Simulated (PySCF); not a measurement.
# Computed records: AlH₃N₂, AlH₄N₂Si, Al₂H₃NO

Computed with PySCF 2.14.0. Calculation on a computer-drawn molecule: the log of a Hartree-Fock and frozen-core CCSD(T) single point meant for a local Hartree-Fock minimum, with one planted fault or none, to be diagnosed. Offsets are logged minus clean, where the clean run is the same molecule without the fault. The reference is restricted for singlets and unrestricted otherwise, and also for a bond in bohr or an excited solution. Adding or removing an electron swaps singlet and doublet. The excited solution moves the top pair (singlet) or top alpha electron (doublet) to the lowest empty orbital. Highest occupied and lowest empty are orbital energies over both spins, largest force is the largest gradient component, triples share is (T) over the correlation energy, the T1 limit is 0.02 restricted and 0.045 unrestricted, electrons count all cores, a negative frequency is imaginary (commonest isotopes), and the dipole is about the centre of nuclear charge.

Common to all runs: meant charge 0; meant basis cc-pV(D+d)Z; logged SCF converged yes; possible faults no fault, one electron removed, one electron added, multiplicity raised by two, geometry at a saddle point, SCF held on an excited solution, minimal basis STO-3G, one bond length entered in bohr, all coordinates scaled.

```yaml
- entry: 1
  formula: AlH3N2
  logged_structure:
    atoms_angstrom:
      - ["N", 0.3338, 0.369, 3.7713]
      - [Al, 1.4673, -0.4513, 3.0157]
      - ["N", 2.7153, -1.3538, 2.1866]
      - [H, -0.373, 0.8801, 4.2377]
      - [H, 3.5592, -0.9603, 1.816]
      - [H, 2.692, -2.3407, 2.0137]
  given:
    meant_multiplicity: 1
    logged_electrons: 30
    logged_basis_functions: 66
    logged_spin_squared: 0.0
    "logged_highest_occupied [eV]": -8.7608
    "logged_lowest_empty [eV]": 1.9456
    "logged_largest_force [hartree/bohr]": 2.8919e-05
    "logged_lowest_frequency [cm^-1]": 162.97
    logged_T1_diagnostic: 0.019756
    logged_D1_diagnostic: 0.052626
    logged_triples_share: 0.030475
    logged_CC_converged: "yes"
    "logged_dipole_magnitude [debye]": 4.0221
    logged_SCF_stable_within_its_kind: "yes"
    "logged_energy_HF [hartree]": -352.54339
    "logged_energy_CCSD(T) [hartree]": -352.97905
    drawn_bonds_atom: [1, 2, 1, 3, 3]
    drawn_bonds_other_atom: [2, 3, 4, 5, 6]
    drawn_bonds_order: [2, 1, 1, 1, 1]
  results:
    planted_fault: "no fault"
    "HF_energy_offset_from_clean_run [kcal/mol]": 0.0
    "CCSD(T)_energy_offset_from_clean_run [kcal/mol]": 0.0
- entry: 2
  formula: AlH3N2
  logged_structure:
    atoms_angstrom:
      - ["N", 0.3338, 0.369, 3.7713]
      - [Al, 1.4673, -0.4513, 3.0157]
      - ["N", 2.7153, -1.3538, 2.1866]
      - [H, -0.373, 0.8801, 4.2377]
      - [H, 3.5592, -0.9603, 1.816]
      - [H, 2.692, -2.3407, 2.0137]
  given:
    meant_multiplicity: 1
    logged_electrons: 31
    logged_basis_functions: 66
    logged_spin_squared: 0.9467
    "logged_highest_occupied [eV]": 0.87259
    "logged_lowest_empty [eV]": 8.1584
    "logged_largest_force [hartree/bohr]": 0.037168
    logged_T1_diagnostic: 0.037261
    logged_D1_diagnostic: 0.12686
    logged_triples_share: 0.033578
    logged_CC_converged: "yes"
    "logged_dipole_magnitude [debye]": 2.614
    logged_SCF_stable_within_its_kind: "yes"
    "logged_energy_HF [hartree]": -352.48971
    "logged_energy_CCSD(T) [hartree]": -352.94029
    drawn_bonds_atom: [1, 2, 1, 3, 3]
    drawn_bonds_other_atom: [2, 3, 4, 5, 6]
    drawn_bonds_order: [2, 1, 1, 1, 1]
  results:
    planted_fault: "one electron added"
    "HF_energy_offset_from_clean_run [kcal/mol]": 33.69
    "CCSD(T)_energy_offset_from_clean_run [kcal/mol]": 24.32
  notes: ["highest electron not bound in this basis"]
- entry: 3
  formula: AlH4N2Si
  logged_structure:
    atoms_angstrom:
      - ["N", -1.5127, -0.9304, 1.8422]
      - [Al, -1.2771, -0.6188, 0.1659]
      - ["N", -1.053, -0.2911, -1.7063]
      - [Si, 0.5325, -0.0265, -2.6931]
      - [H, -1.6227, -1.1144, 2.8919]
      - [H, -1.9612, -0.2764, -2.3116]
      - [H, 1.7365, -0.024, -1.6279]
      - [H, 0.5092, 1.3613, -3.5065]
  given:
    meant_multiplicity: 2
    logged_electrons: 45
    logged_basis_functions: 94
    logged_spin_squared: 0.7553
    "logged_highest_occupied [eV]": -8.4395
    "logged_lowest_empty [eV]": 0.81925
    "logged_largest_force [hartree/bohr]": 0.065445
    logged_T1_diagnostic: 0.025819
    logged_D1_diagnostic: 0.076632
    logged_triples_share: 0.0385
    logged_CC_converged: "yes"
    "logged_dipole_magnitude [debye]": 3.8408
    logged_SCF_stable_within_its_kind: "yes"
    "logged_energy_HF [hartree]": -641.99515
    "logged_energy_CCSD(T) [hartree]": -642.54783
    drawn_bonds_atom: [1, 2, 3, 1, 3, 4, 4]
    drawn_bonds_other_atom: [2, 3, 4, 5, 6, 7, 8]
    drawn_bonds_order: [2, 1, 1, 1, 1, 1, 1]
  results:
    planted_fault: "all coordinates scaled, by +8.3 %"
    "HF_energy_offset_from_clean_run [kcal/mol]": 32.94
    "CCSD(T)_energy_offset_from_clean_run [kcal/mol]": 19.21
- entry: 4
  formula: Al2H3NO
  logged_structure:
    atoms_angstrom:
      - ["N", -0.1932, 1.6596, 0.0066]
      - [Al, -1.2322, 0.6403, -0.6268]
      - [O, -2.3151, -0.4225, -1.2873]
      - [Al, -3.4236, -1.512, -1.9606]
      - [H, 0.4535, 2.2948, 0.402]
      - [H, -4.6444, -0.926, -2.7583]
      - [H, -3.17, -3.0489, -1.7504]
  given:
    meant_multiplicity: 1
    logged_electrons: 44
    logged_basis_functions: 89
    logged_spin_squared: 0.0
    "logged_highest_occupied [eV]": -2.074
    "logged_lowest_empty [eV]": -6.7078
    "logged_largest_force [hartree/bohr]": 0.10327
    logged_CC_converged: "no"
    "logged_dipole_magnitude [debye]": 10.644
    logged_SCF_stable_within_its_kind: "no"
    "logged_energy_HF [hartree]": -614.34249
    drawn_bonds_atom: [1, 2, 3, 1, 4, 4]
    drawn_bonds_other_atom: [2, 3, 4, 5, 6, 7]
    drawn_bonds_order: [2, 1, 1, 1, 1, 1]
  results:
    planted_fault: "SCF held on an excited solution"
    "HF_energy_offset_from_clean_run [kcal/mol]": 384.0
  notes: ["CCSD not converged"]
```
